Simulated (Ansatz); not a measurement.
Compare A (`OC1(Cl)C[SiH2]1`) with its isomer B (`ClC1C[SiH2]O1`).

Program: Ansatz. Geometries: PBE0-D4/def2-TZVP. ΔE: electronic, gas phase. CBS: MP2 limit from def2 TZ/QZ plus the TZ coupled-cluster correction, frozen cores. Functionals use def2-TZVPP. Each species was taken in one conformer, which may not be the lowest.

A:

Z-matrix (Å, degrees):
```
C
Cl 1 1.793
C 1 1.532 2 112.7
O 1 1.369 2 113.4 3 137.3
Si 1 1.858 2 117.3 3 -73.6
H 3 1.084 1 117.1 2 2.6
H 3 1.087 1 113.7 2 139.0
H 4 0.966 1 108.5 2 -71.1
H 5 1.477 1 119.0 2 -152.4
H 5 1.475 1 118.5 2 -1.4
```

B:

Z-matrix (Å, degrees):
```
C
C 1 1.542
Si 1 2.267 2 55.0
Cl 1 1.795 2 112.5 3 116.5
O 1 1.410 2 102.7 3 -2.6
H 1 1.090 2 115.5 3 -123.0
H 2 1.090 1 112.7 3 116.0
H 2 1.087 1 113.9 3 -118.2
H 3 1.484 1 124.4 2 97.2
H 3 1.484 1 125.7 2 -94.6
```

Problem. Which is lower in electronic energy at CCSD(T)/CBS, and by how much? (Best estimate.)

Solution. Ansatz gave: B, by 43.3 kcal/mol.

Problem. Give E(B) − E(A) in kcal/mol with CCSD(T)/def2-TZVPP, PBE0-D4, HF/def2-TZVPP, BLYP-D4, CCSD/def2-TZVPP, LDA (SPW92), B2PLYP. (Best estimate.)

Solution. Computed: CCSD(T)/def2-TZVPP -43.9, PBE0-D4 -41.1, HF/def2-TZVPP -49.3, BLYP-D4 -40.3, CCSD/def2-TZVPP -44.9, LDA (SPW92) -37.8, B2PLYP -43.6. None reverses the order clearly.

Problem. Does the order hold for the free energy at 298.15 K (harmonic terms from PBE0-D4)? (Estimate.)

Solution. Computed: Yes: G(B) − G(A) = -42.0 kcal/mol, for one conformer each.

Largest T1 diagnostic: 0.012.

From BLYP to BHLYP (50 % exact exchange), in def2-TZVPP and without D4, E(B) − E(A) moves by −5.2 kcal/mol. At CCSD(T), def2-SVP lies +3.3 kcal/mol from the extrapolated value and def2-TZVPP −0.6 kcal/mol.
